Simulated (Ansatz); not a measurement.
Coupled-cluster diagnostics for the cluster Li3Al (the lowest singlet isomer of a short search), Ansatz.

Geometry of the singlet (PBE0-D4/def2-TZVP):

```
atom   x (Å)   y (Å)   z (Å)
 Al1   1.203   0.310   0.055
 Li2   0.389  -0.282  -2.459
 Li3  -0.014   0.401   2.473
 Li4  -1.578  -0.430  -0.069
```

Correlated methods freeze 5 core orbitals; core or outer-core shells of Li are correlated, in sets that lack core-valence functions. In CCSD on the charge -1 doublet the largest single amplitude is 0.27, so its Hartree–Fock determinant may place the open shell otherwise than the density functionals do. At PBE0-D4/def2-TZVP a broken-symmetry singlet of charge 0 lies 0.18 eV below the triplet, each at its own geometry. At PBE0-D4/def2-TZVP a broken-symmetry singlet of charge 0 lies 0.70 eV below the quintet, each at its own geometry. The structure comes from a short search, and lower isomers may exist.

Geometry of the charge 0 triplet (PBE0-D4/def2-TZVP):

```xyz
4

Al    0.088    0.919   -0.212
Li   -2.026    0.159   -1.548
Li    2.067    0.452    1.431
Li   -0.130   -1.530    0.329
```

Geometry of the charge 0 quintet (PBE0-D4/def2-TZVP):

Cartesian coordinates in Å:
```
Al -1.020 -0.120 -1.199
Li -0.832 0.797 1.319
Li 1.367 0.948 -0.571
Li 0.485 -1.625 0.450
```

(1) Estimate the CCSD(T) correlation energy, the shares of MP2 and (T), T1 and the reference's ⟨S²⟩ for: charge 0, singlet, own geometry in def2-TZVPP; charge 0, singlet, own geometry in def2-TZVPD; charge 0, triplet, own geometry in def2-TZVPP; charge 0, quintet, own geometry in def2-TZVPP; charge 1, doublet, vertical in def2-TZVPP; charge -1, doublet, vertical in def2-TZVPD; and the rough time on 4 threads of Arm Neoverse N1 on a shared host.

Results:

(1) 
```tsv
state	basis	correlation (eV)	MP2 share (%)	(T) share (%)	T1	⟨S²⟩ (pure)	wall time	remarks
charge 0, singlet, own geometry	def2-TZVPP	-6.608	81.5	4.1	0.016	0.00 (0.00)	2.7 s	restricted SCF unstable
charge 0, singlet, own geometry	def2-TZVPD	-6.462	81.1	3.9	0.017	0.00 (0.00)	2.5 s	restricted SCF unstable
charge 0, triplet, own geometry	def2-TZVPP	-6.045	78.0	3.8	0.065	2.35 (2.00)	7 s	large T1 (0.065), spin-contaminated (⟨S²⟩ 2.35)
charge 0, quintet, own geometry	def2-TZVPP	-5.513	82.1	3.1	0.026	6.00 (6.00)	5.5 s	–
charge 1, doublet, vertical	def2-TZVPP	-5.405	77.2	2.5	0.084	1.26 (0.75)	6.5 s	large T1 (0.084), spin-contaminated (⟨S²⟩ 1.26)
charge -1, doublet, vertical	def2-TZVPD	-6.196	76.7	5.0	0.096	2.33 (0.75)	7.5 s	large T1 (0.096), spin-contaminated (⟨S²⟩ 2.33)
```
Customary marks for T1 are 0.02 (closed shells), 0.045 (open shells) and about 0.05 (3d metals). T1 exceeds 0.02 in 4 of 6 rows and 0.045 in 3; the higher it lies, the less the single-reference result can be trusted.
